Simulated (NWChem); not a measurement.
System: CH3BeCl; SMILES [CH3][Be][Cl]

Here is an NWChem input.

```
start job
memory heap 200 mb stack 900 mb global 1100 mb
geometry units angstroms noautosym nocenter noautoz
  Be     0.000000     0.000000     0.500519
  Cl     0.000000     0.000000    -1.320552
  C      0.000000     0.000000     2.168082
  H     -0.894866    -0.497794     2.580562
  H      0.016331     1.023874     2.580562
  H      0.878535    -0.526080     2.580562
end
basis spherical
  * library def2-svp
end
dft
  xc b3lyp
  iterations 150
  vectors input atomic output neutral.movecs
end
task dft energy
charge 1
dft
  odft
  mult 2
  vectors input atomic output cation.movecs
end
task dft energy
```

The geometry was optimised at PBE0/def2-SVP.

Ions are spin-unrestricted doublets at the neutral geometry; other ion states weren't tried.

Task: What results follow from this input? (B3LYP/def2-SVP, vertical spin-unrestricted ions.) Quantities: vertical ionisation energy, ΔSCF (eV); −ε(HOMO) (eV).

Result: 
- vertical ionisation energy, ΔSCF (eV) = 11.42
- −ε(HOMO) (eV) = 8.67
